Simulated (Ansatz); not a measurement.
Gas-phase electronic energies from Ansatz, PBE0-D4/def2-TZVP geometries. CCSD(T)/CBS adds triple-zeta CCSD(T) − MP2 to the extrapolated MP2 energy (def2 sets, frozen cores). This one scheme is used for every species. Functionals use def2-TZVPP. B3LYP here is the variant with VWN-RPA as its local correlation; programs differ in this. def2 core potentials past Kr. For Sb outer-core shells are correlated without core-valence functions, which leaves a few kJ/mol of doubt a bond. One conformer a species, not always the lowest.

Consider the cleavage of the Sb–Si bond: `CC[SiH2][SbH2]` + `NC=O` → `O=C[NH][SbH2]` + `CC[SiH3]`.

`CC[SiH2][SbH2]`:

Z-matrix (Å, degrees):
```
C
C 1 1.525
H 1 1.093 2 111.5
H 1 1.093 2 111.5 3 120.2
H 1 1.094 2 111.5 3 -120.0
Si 2 1.881 1 113.8 3 -178.2
H 2 1.095 1 110.5 3 59.8
H 2 1.096 1 110.4 3 -57.3
Sb 6 2.579 2 110.2 1 -60.5
H 6 1.490 2 110.3 1 -178.6
H 6 1.490 2 110.1 1 62.1
H 9 1.708 6 90.9 2 171.2
H 9 1.709 6 91.8 2 79.7
```

`NC=O`:

Z-matrix (Å, degrees):
```
N
C 1 1.351
H 1 1.003 2 121.3
H 1 1.006 2 119.3 3 -180.0
O 2 1.206 1 125.0 3 180.0
H 2 1.107 1 112.3 3 -0.0
```

`O=C[NH][SbH2]`:

Cartesian coordinates in Å:
```
O -0.558 1.686 -0.797
C 0.310 0.861 -1.019
N 0.580 -0.136 -0.167
Sb -0.576 -0.072 1.550
H 0.925 0.887 -1.936
H 1.271 -0.828 -0.409
H -1.959 -0.759 0.810
H 0.005 -1.637 1.967
```

`CC[SiH3]`:

Z-matrix (Å, degrees):
```
C
C 1 1.526
H 1 1.093 2 111.4
H 1 1.093 2 111.6 3 120.1
H 1 1.093 2 111.4 3 -119.8
Si 2 1.876 1 113.4 3 59.9
H 2 1.095 1 110.5 3 -178.6
H 2 1.095 1 110.5 3 -61.7
H 6 1.489 2 110.4 1 -59.6
H 6 1.489 2 110.4 1 59.7
H 6 1.489 2 111.1 1 -180.0
```

Problem. Is it downhill or uphill in electronic energy at CCSD(T)/CBS, and by how much? (An estimate is asked.)

Solution. Computed: Uphill: ΔE = +38.4 kJ/mol.

Problem. What do these levels give: B3LYP-D4, ωB97X-V, ωB97M-V, PBE, CCSD/def2-TZVPP, MP2/def2-QZVPP? (An estimate is asked.)

Solution. The calculation gave: B3LYP-D4 36.6, ωB97X-V 35.6, ωB97M-V 37.2, PBE 43.7, CCSD/def2-TZVPP 36.8, MP2/def2-QZVPP 39.5 kJ/mol.

Largest T1 diagnostic among the species: 0.017.

From PBE to PBE0 (25 % exact exchange), in def2-TZVPP and without D4, ΔE moves by +4.7 kJ/mol.
